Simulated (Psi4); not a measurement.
C4H8O2 (SMILES CCC(=O)OC), singlet, at a GFN2-xTB geometry; PBE/6-311G** run with Psi4.

Psi4 was given this input:
```
memory 2 GB

molecule {
0 1
C    -2.42443115    0.14417122   -0.41737651
C    -1.26371408   -0.61557938    0.20831512
C     0.05838380    0.07138308   -0.04630722
O     0.22088951    1.07487053   -0.68563456
O     1.06051151   -0.59822196    0.54527196
C     2.36209885   -0.05304638    0.37762736
H    -2.28192320    0.23036006   -1.49128907
H    -2.48322931    1.14806110   -0.00535121
H    -3.36165012   -0.37153147   -0.22553785
H    -1.19544267   -1.62738443   -0.19710176
H    -1.39060075   -0.70682391    1.28896009
H     3.04257247   -0.72651299    0.89192980
H     2.41233417    0.94800348    0.81085253
H     2.61270665    0.01106814   -0.68311401
}

set {
  basis 6-311g**
}

energy('pbe')
print_variables()
```

What the program printed (banner, timings and long lists left out):

```
   => Loading Basis Set <=

    Name: 6-311G**
    Role: ORBITAL
    Keyword: BASIS

         ---------------------------------------------------------
                                   SCF
               by Justin Turney, Rob Parrish, Andy Simmonett
                          and Daniel G. A. Smith
                              RKS Reference
         ---------------------------------------------------------

  ==> Geometry <==

    Molecular point group: c1
    Full point group: C1

    Geometry (in Angstrom), charge = 0, multiplicity = 1:

       Center              X                  Y                   Z               Mass
    ------------   -----------------  -----------------  -----------------  -----------------
         C           -2.454163630656     0.131862995066    -0.412997441526    12.000000000000
         C           -1.293446560656    -0.627887604934     0.212694188474    12.000000000000
         C            0.028651319344     0.059074855066    -0.041928151526    12.000000000000
         O            0.191157029344     1.062562305066    -0.681255491526    15.994914619570
         O            1.030779029344    -0.610530184934     0.549651028474    15.994914619570
         C            2.332366369344    -0.065354604934     0.382006428474    12.000000000000
         H           -2.311655680656     0.218051835066    -1.486910001526     1.007825032230
         H           -2.512961790656     1.135752875066    -0.000972141526     1.007825032230
         H           -3.391382600656    -0.383839694934    -0.221158781526     1.007825032230
         H           -1.225175150656    -1.639692654934    -0.192722691526     1.007825032230
         H           -1.420333230656    -0.719132134934     1.293339158474     1.007825032230
         H            3.012839989344    -0.738821214934     0.896308868474     1.007825032230
         H            2.382601689344     0.935695255066     0.815231598474     1.007825032230
         H            2.582974169344    -0.001240084934    -0.678734941526     1.007825032230

  Running in c1 symmetry.

  Rotational constants: A =      0.32005  B =      0.07219  C =      0.06091 [cm^-1]
  Rotational constants: A =   9594.98166  B =   2164.19090  C =   1826.04676 [MHz]
  Nuclear repulsion =  246.253775048613562

  Charge       = 0
  Multiplicity = 1
  Electrons    = 48
  Nalpha       = 24
  Nbeta        = 24

  ==> Algorithm <==

  SCF Algorithm Type is DF.
  DIIS enabled.
  MOM disabled.
  Fractional occupation disabled.
  Guess Type is SAD.
  Energy threshold   = 1.00e-06
  Density threshold  = 1.00e-06
  Integral threshold = 1.00e-12

  ==> Primary Basis <==

  Basis Set: 6-311G**
    Blend: 6-311G**
    Number of shells: 80
    Number of basis functions: 156
    Number of Cartesian functions: 162
    Spherical Harmonics?: true
    Max angular momentum: 2

  ==> DFT Potential <==

   => LibXC <=

    Version 7.1.2
    S. Lehtola, C. Steigemann, M. J. T. Oliveira, and M. A. L. Marques,  SoftwareX 7, 1–5 (2018) (10.1016/j.softx.2017.11.002)

   => Composite Functional: PBE <=

    PBE GGA Exchange-Correlation Functional

    J.P. Perdew et. al., Phys. Rev. Lett., 77(18), 3865-3868, 1996

    Deriv               =              1
    GGA                 =           TRUE
    Meta                =          FALSE

    Exchange Hybrid     =          FALSE
    MP2 Hybrid          =          FALSE

   => Exchange Functionals <=

    1.0000     XC_GGA_X_PBE

   => Correlation Functionals <=

    1.0000     XC_GGA_C_PBE

   => LibXC Density Thresholds  <==

    XC_GGA_C_PBE:  1.00E-12
    XC_GGA_X_PBE:  1.00E-15

   => Molecular Quadrature <=

    Radial Scheme          =       TREUTLER
    Pruning Scheme         =           NONE
    Nuclear Scheme         =       TREUTLER

    Blocking Scheme        =         OCTREE
    BS radius alpha        =              1
    Pruning alpha          =              1
    Radial Points          =             75
    Spherical Points       =            302
[...]

    J tasked:                   Yes
    K tasked:                    No
    wK tasked:                   No
    Algorithm:                 Core
    Schwarz Cutoff:           1E-12
    Mask sparsity (%):       7.4622
    Fitting Condition:        1E-10

   => Auxiliary Basis Set <=

  Basis Set: (6-311G** AUX)
    Blend: CC-PVTZ-JKFIT
    Number of shells: 230
    Number of basis functions: 714
    Number of Cartesian functions: 856
    Spherical Harmonics?: true
    Max angular momentum: 4

  Minimum eigenvalue in the overlap matrix is 1.5569787570E-03.
  Reciprocal condition number of the overlap matrix is 2.3156770793E-04.
    Using symmetric orthogonalization.

  ==> Pre-Iterations <==

  SCF Guess: Superposition of Atomic Densities via on-the-fly atomic UHF (no occupation information).

   -------------------------
    Irrep   Nso     Nmo
   -------------------------
     A        156     156
   -------------------------
    Total     156     156
   -------------------------

  ==> Iterations <==

                           Total Energy        Delta E     RMS |[F,P]|

   @DF-RKS iter SAD:  -306.78027652804172   -3.06780e+02   0.00000e+00
   @DF-RKS iter   1:  -306.79365387836486   -1.33774e-02   7.40420e-03 ADIIS/DIIS
   @DF-RKS iter   2:  -306.04458933490110    7.49065e-01   1.05290e-02 ADIIS/DIIS
   @DF-RKS iter   3:  -307.33836010629739   -1.29377e+00   2.77788e-03 ADIIS/DIIS
   @DF-RKS iter   4:  -307.39386352079163   -5.55034e-02   1.39252e-03 ADIIS/DIIS
   @DF-RKS iter   5:  -307.41131905983866   -1.74555e-02   3.18960e-04 ADIIS/DIIS
   @DF-RKS iter   6:  -307.41214023394258   -8.21174e-04   1.28098e-04 ADIIS/DIIS
   @DF-RKS iter   7:  -307.41227585889408   -1.35625e-04   3.34291e-05 DIIS
   @DF-RKS iter   8:  -307.41228570182261   -9.84293e-06   1.06989e-05 DIIS
   @DF-RKS iter   9:  -307.41228699674781   -1.29493e-06   1.83809e-06 DIIS
   @DF-RKS iter  10:  -307.41228703197095   -3.52231e-08   7.37102e-07 DIIS
  Energy and wave function converged.

  ==> Post-Iterations <==

   Electrons on quadrature grid:
      Ntotal   =   48.0000342842 ; deviation = 3.428e-05

    Orbital Energies [Eh]
    ---------------------

    Doubly Occupied:

[...]
    Virtual:

[...]
    Final Occupation by Irrep:
              A
    DOCC [    24 ]
    NA   [    24 ]
    NB   [    24 ]

  @DF-RKS Final Energy:  -307.41228703197095

   => Energetics <=

    Nuclear Repulsion Energy =            246.2537750486135621
    One-Electron Energy =                -906.0301900717983017
    Two-Electron Energy =                 393.9391128466807572
    DFT Exchange-Correlation Energy =     -41.5749848554669512
    Empirical Dispersion Energy =           0.0000000000000000
    VV10 Nonlocal Energy =                  0.0000000000000000
    Total Energy =                       -307.4122870319709477

Computation Completed

Properties will be evaluated at   0.000000,   0.000000,   0.000000 [a0]

Properties computed using the SCF density matrix

 Multipole Moments:

 ------------------------------------------------------------------------------------
     Multipole            Electronic (a.u.)      Nuclear  (a.u.)        Total (a.u.)
 ------------------------------------------------------------------------------------

 L = 1.  Multiply by 2.5417464519 to convert [e a0] to [Debye]
 Dipole X            :          2.8630855           -2.6969399            0.1661456
 Dipole Y            :          0.6000880           -1.1164408           -0.5163528
 Dipole Z            :         -0.0348495            0.3972119            0.3623624
 Magnitude           :                                                    0.6523274

 ------------------------------------------------------------------------------------

  Variable Map:
  ----------------------------------------------------------------------------
[...]
  Array Variable Map:
  ----------------------------------------------------------------------------
[...]
[...]
```
